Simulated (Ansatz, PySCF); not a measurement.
Process, species as SMILES: CC1CCCC1 + 6 [H][H] (H2) → 6 C (CH4)
Each molecule is optimised on its own at B3LYP-D3(BJ)/def2-TZVP (Ansatz, a first-principles code), one conformer each, not searched for the lowest. Frequencies are from Ansatz or PySCF.

Wanted: energy of full hydrogenation (enthalpy at 298 K, with B3LYP-D3(BJ) rigid-rotor harmonic-oscillator terms), in kcal/mol. Correlated levels leave the core frozen unless marked. No spin-orbit coupling. Non-relativistic. CBS marks a two-point X^-3 extrapolation of the correlation energy; Hartree-Fock from the larger set.

CCSD(T)/CBS(cc-pVTZ,cc-pVQZ) (Ansatz) gives -81.8 kcal/mol.

### Question
Another calculation gave -87.2 kcal/mol. Which level was it?
A. wB97M-V/def2-TZVPD (Ansatz)
B. BHLYP/def2-TZVPD (Ansatz)
C. BLYP/def2-TZVPD (Ansatz)
D. LC-wPBE/def2-TZVPD (Ansatz)

### Answer
D, LC-wPBE/def2-TZVPD (Ansatz). The others give -82.5 (wB97M-V), -94.5 (BLYP), -98.4 (BHLYP) kcal/mol.
